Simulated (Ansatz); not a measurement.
C2H10O2SSi2, SMILES `CO[SiH2]S[SiH2]OC`, 17 atoms. The species carries charge 0 and has multiplicity 1. All runs use 3 threads of an AMD EPYC 7R13 on a shared host and a share of an NVIDIA H100 80 GB. Correlated methods freeze the cores. Open-shell runs search over several starts.

Question: How many basis functions does each run have, and how long does it take in Ansatz? UKS PBE0-D4/def2-TZVPP energy of the cation; RHF-MP2/def2-QZVPP energy; RKS PBE0-D4/def2-TZVP relaxation (59 steps); RHF-CCSD(T)/def2-TZVPP energy; UKS B2PLYP (frozen core)/def2-TZVPP energy of the cation; UKS PBE-D4/def2-TZVPP energy of the cation; RKS PBE0-D4/def2-QZVPP energy; UKS r2SCAN-D4/def2-TZVPP energy of the cation; RKS B2PLYP (frozen core)/def2-TZVPP energy; RHF-CCSD(T)/def2-SVP energy; RKS BHLYP-D4/def2-TZVPP energy; RKS SPW92 (LDA)/def2-TZVPP energy. (Estimate.)

Answer: The calculation gave: Other jobs shared the machine, so times are rough.

```tsv
level	job	functions	wall time	peak host memory (GiB)
RKS B2PLYP (frozen core)/def2-TZVPP	energy	390	4.7 s	1.8
RKS SPW92 (LDA)/def2-TZVPP	energy	390	5 s	0.89
RHF-CCSD(T)/def2-SVP	energy	160	5.5 s	0.8
RKS BHLYP-D4/def2-TZVPP	energy	390	6 s	0.91
UKS B2PLYP (frozen core)/def2-TZVPP	energy of the cation	390	7 s	1.8
RKS PBE0-D4/def2-QZVPP	energy	738	7.5 s	1.3
RHF-MP2/def2-QZVPP	energy	738	10 s	1.3
UKS PBE0-D4/def2-TZVPP	energy of the cation	390	13 s	0.99
UKS r2SCAN-D4/def2-TZVPP	energy of the cation	390	14 s	1.1
UKS PBE-D4/def2-TZVPP	energy of the cation	390	16 s	1
RHF-CCSD(T)/def2-TZVPP	energy	390	26 s	0.89
RKS PBE0-D4/def2-TZVP	relaxation (59 steps)	295	2.8 min	0.98
```
